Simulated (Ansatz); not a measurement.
Input file for Ansatz (a program for electronic structure): R-revPBE/def2-TZVPP on CH6BN (SMILES BNC).

Ansatz 0.2 input:
```yaml
crystal:
  periodic: [false, false, false]
  atoms:
    - {symbol: B, position_ang: [-1.38988708, 0.15763224, -0.20678556]}
    - {symbol: N, position_ang: [-0.11461189, 0.44900183, 0.24816182]}
    - {symbol: C, position_ang: [1.09252021, -0.33270417, 0.03541178]}
    - {symbol: H, position_ang: [-2.28025355, 0.90724825, 0.05556068]}
    - {symbol: H, position_ang: [-1.56376461, -0.83470878, -0.84798355]}
    - {symbol: H, position_ang: [0.03549468, 1.28679976, 0.79051731]}
    - {symbol: H, position_ang: [1.84980462, 0.24229252, -0.50410955]}
    - {symbol: H, position_ang: [0.84443658, -1.21338357, -0.55407535]}
    - {symbol: H, position_ang: [1.52626105, -0.66217809, 0.98330242]}
basis:
  gaussian:
    orbitals: def2-TZVPP
hamiltonian:
  xc: {name: revPBE}
scf: {lower_state_search: off}
```

Program output:

```
WARN ansatz: RAYON_NUM_THREADS=1 ignored (pool sized by the plan → 1); use --threads N
Functional definition: revPBE
these checks for a lower state are left out or cut short: stability, starts, cluster_reference, orbital_swaps, neighbouring_geometries, increment
integrals: 0.06 GiB planned
858 factors; their error is unknown
mean field: 0.59 GiB planned
mean field evaluation 1: about -3292.2429 eV, gradient 6.6e1 eV
mean field evaluation 2: about -3264.6276 eV, gradient 1.2e2 eV
mean field evaluation 4: about -3301.9064 eV, gradient 9.0e0 eV
mean field evaluation 8: about -3302.0889 eV, gradient 1.9e-1 eV
mean field evaluation 16: about -3302.0722 eV, gradient 7.6e-5 eV
mean field -3302.07223769 eV, -121.3489165100 hartree, gradient 7.0e-7 eV, S^2 0.000000; 0 other end points of the search recorded, 0 dependent functions left out
reference -3302.07229003 eV, -121.3489184336 hartree; 12, 12 occupied and 165, 165 virtual orbitals, 858 factors
Total energy: -3302.07229003 eV, -121.3489184336 hartree
Checks for a lower state left out: stability, starts, cluster_reference, orbital_swaps, neighbouring_geometries, increment
```

Self-consistency was reached.

Cost: very roughly 1.1 core-seconds.
